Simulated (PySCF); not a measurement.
## How well do the runs reproduce experiment for pentafluorochloroethane?

**What was measured.**

From NIST CCCBDB Release 22 (SRD 101), experimental dipoles, for the gas: dipole moment (dielectric constant against temperature) 0.52 D.

The runs below try to reproduce these values; the comparison stands at the end.

Pentafluorochloroethane, C2ClF5.
SMILES with atom numbers: `[F:1][C:2]([F:3])([F:4])[C:5]([F:6])([F:7])[Cl:8]`

Cartesian coordinates in Å at the PBE0-D3(BJ)/def2-SVP level; atoms count from 1:
```xyz
8
C2ClF5 angstrom
F     -1.2407    0.1648    1.2567
C     -0.0101    0.1715    0.7662
F      0.5175    1.3711    0.9437
F      0.7156   -0.7262    1.4117
C     -0.0720   -0.1715   -0.7410
F     -0.8430    0.7234   -1.3480
F     -0.6226   -1.3720   -0.8785
Cl     1.5379   -0.1613   -1.4507
```

The PySCF runs (gas phase, on this PBE0-D3(BJ)/def2-SVP geometry; no spin–orbit coupling):

| level | job | basis functions |
| --- | --- | --- |
| PBE0/pcSseg-1 | shieldings, charges and field gradients | 143 |
| CAM-B3LYP/def2-SVPD | 10 singlets by full TDDFT, 4 Tamm–Dancoff triplets, polarisability, ΔSCF ions | 182 |
| B3LYP/def2-SVPD | 10 singlets by full TDDFT, 4 Tamm–Dancoff triplets, polarisability, ΔSCF ions | 182 |
| BHandHLYP/def2-SVPD | 10 singlets by full TDDFT, 4 Tamm–Dancoff triplets, polarisability, ΔSCF ions | 182 |
| LDA/def2-SVPD | 10 singlets by full TDDFT, 4 Tamm–Dancoff triplets, polarisability, ΔSCF ions | 182 |
| PBE/def2-SVPD | 10 singlets by full TDDFT, 4 Tamm–Dancoff triplets, polarisability, ΔSCF ions | 182 |
| PBE0/def2-SVPD | 10 singlets by full TDDFT, 4 Tamm–Dancoff triplets, polarisability, ΔSCF ions | 182 |
| PBE0/6-31G* | 10 singlets by full TDDFT, 4 Tamm–Dancoff triplets, polarisability | 116 |
| PBE0/def2-TZVP | 10 singlets by full TDDFT, 4 Tamm–Dancoff triplets, polarisability | 254 |
| PBE0/6-31+G* | 10 singlets by full TDDFT, 4 Tamm–Dancoff triplets, polarisability | 148 |
| PBE0/aug-cc-pVDZ | 10 singlets by full TDDFT, 4 Tamm–Dancoff triplets, polarisability | 188 |
| B3LYP/6-31G* | spin–spin couplings from 7 perturbed nuclei | 116 |

All basis functions are spherical.

## Comparison

**Dipole moment.** Measured: 0.52 D (NIST CCCBDB Release 22 (SRD 101), experimental dipoles).

```tsv
level	computed (D)	computed − measured (D)	% (from the printed values)
PBE0/pcSseg-1	0.30	-0.22	-42
CAM-B3LYP/def2-SVPD	0.51	-0.01	-2
B3LYP/def2-SVPD	0.47	-0.05	-10
BHandHLYP/def2-SVPD	0.57	+0.05	+10
LDA/def2-SVPD	0.40	-0.12	-23
PBE/def2-SVPD	0.33	-0.19	-37
PBE0/def2-SVPD	0.42	-0.10	-19
PBE0/6-31G*	0.04	-0.48	-92
PBE0/def2-TZVP	0.41	-0.11	-21
PBE0/6-31+G*	0.43	-0.09	-17
PBE0/aug-cc-pVDZ	0.38	-0.14	-27
B3LYP/6-31G*	0.04	-0.48	-92
```

12 of the 20 levels run are shown, the closest and the furthest among them. The computed dipoles belong to one fixed geometry; measured ones are averaged over vibrations unless marked μe. Magnitudes are compared, not signs.

The geometry is computed, not the measured one. Where a level misses, the cause wasn't examined.
